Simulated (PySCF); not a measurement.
## Kr(34+) (krypton, charge +34): Hartree-Fock from Schrödinger to Dirac-Coulomb-Breit

Occupied: 1s1/2. Hartree-Fock calculated with PySCF 2.14 in an uncontracted even-tempered set (16 s from 4.5 bohr⁻², ratio 2.7; 11 p from 5.4 bohr⁻², ratio 2.7), Gaussian nucleus throughout. NR is non-relativistic, sf-X2C the spin-free one-electron X2C Hamiltonian, X2C adds the bare one-electron spin-orbit term, X2C-SNSO screens it by Boettger's factors, DC is four-component Dirac-Coulomb, and the Gaunt and Breit terms are added at first order (total energies over the DC spinors, levels after relaxing the spinors in that mean field). QED terms are absent. Levels marked empty are virtual spinors of this ion.

```tsv
Hamiltonian	E (hartree)	E − E(DC) (hartree)	CPU seconds
NR	-1273.5891	22.5679	0.25
sf-X2C	-1295.8544	0.3026	0.14
X2C	-1295.8544	0.3026	0.14
X2C-SNSO	-1295.8544	0.3026	0.14
DC	-1296.1570	0.0000	2.5
DC+Gaunt	-1295.5393	0.6177	4.2
DC+Breit	-1295.5393	0.6177	35
```

Question: Give the 2p spin-orbit interval with each Hamiltonian that has one.

Answer: X2C 69.67; X2C-SNSO 67.70; DC 66.51; DC+Gaunt 64.79; DC+Breit 64.79 (eV).

```json
{"level (eV)": "1s1/2", "NR": "-17025.0", "sf-X2C": "-17315.9", "X2C": "-17315.9", "X2C-SNSO": "-17315.9", "DC": "-17324.1", "DC+Gaunt": "-17307.5", "DC+Breit": "-17307.5"}
{"level (eV)": "2s1/2 (empty)", "NR": "-4024.9", "sf-X2C": "-4110.9", "X2C": "-4110.9", "X2C-SNSO": "-4110.9", "DC": "-4111.6", "DC+Gaunt": "-4109.9", "DC+Breit": "-4110.1"}
{"level (eV)": "2p1/2 (empty)", "NR": "-3958.8", "sf-X2C": "-3994.8", "X2C": "-4042.2", "X2C-SNSO": "-4040.8", "DC": "-4040.2", "DC+Gaunt": "-4036.6", "DC+Breit": "-4037.1"}
{"level (eV)": "2p3/2 (empty)", "NR": "-3958.8", "sf-X2C": "-3994.8", "X2C": "-3972.5", "X2C-SNSO": "-3973.1", "DC": "-3973.7", "DC+Gaunt": "-3971.8", "DC+Breit": "-3972.4"}
{"level (eV)": "3s1/2 (empty)", "NR": "-1768.3", "sf-X2C": "-1798.6", "X2C": "-1798.6", "X2C-SNSO": "-1798.6", "DC": "-1798.8", "DC+Gaunt": "-1798.3", "DC+Breit": "-1798.4"}
```

Weight of the small component: 1s1/2 0.0173, 2s1/2 0.00404, 2p1/2 0.00401, 2p3/2 0.00394, 3s1/2 0.00178.

Koopmans' value for the highest occupied level at DC+Breit: 17307.5 eV, against an ionisation energy of 17296.4 eV (theoretical estimate listed by NIST; NIST Atomic Spectra Database, ionization energies); the former lacks relaxation, correlation, QED and recoil.

The whole ladder took 43 s of wall time on 1 thread of Neoverse-N1 (shared host), launched as `OMP_NUM_THREADS=1 python relrun2.py TASK.json OUT` (a driver that calls PySCF for each Hamiltonian).
